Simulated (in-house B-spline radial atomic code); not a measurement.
Values are calculated unless marked as measured or tabulated.
# C6 from the polarisability at imaginary frequency: O V (O4+)

B3LYP (VWN-RPA) linear response of the closed shell [He] 2s2, from an all-electron radial atomic-structure program (B-spline basis); scalar-relativistic (spin-free one-electron X2C), finite nucleus, no spin-orbit coupling.

The dispersion coefficient of two like species is C6 = (3/π) ∫ α(iu)² du from 0 to ∞.

```csv
u (hartree),α(iu) (bohr³)
0,1.217
0.335,0.9891
0.783,0.5619
1.34,0.3058
2.24,0.1581
3.35,0.09191
5.03,0.05147
7.83,0.02641
11.2,0.01516
16.8,0.008037
28,0.00355
55.9,0.001086
```

(1) Fit one oscillator, α(iu) = α(0)/(1 + u²/ω²), through u = 1.34 and estimate C6.

(2) How does that compare with the full integral?

Results:

(1) From α(0)/α(iu) − 1 = 1.217/0.3058 − 1 = 2.9797, ω = u/√2.9797 = 0.7763 hartree (21.1 eV). London's formula gives C6 = (3/4) α(0)² ω = 0.75 × 1.217² × 0.7763 = 0.8623 hartree·bohr⁶, and the oscillator holds f = α(0) ω² = 0.73 electrons, of a sum of oscillator strengths of 4.0.

(2) The program's quadrature over all excitations gives C6 = 0.8326, so the single oscillator is off by +3.6 %. At the last point the fit gives α = 0.000235 against 0.00109: higher excitations, and deeper shells where there are any, keep the true curve higher at large u.
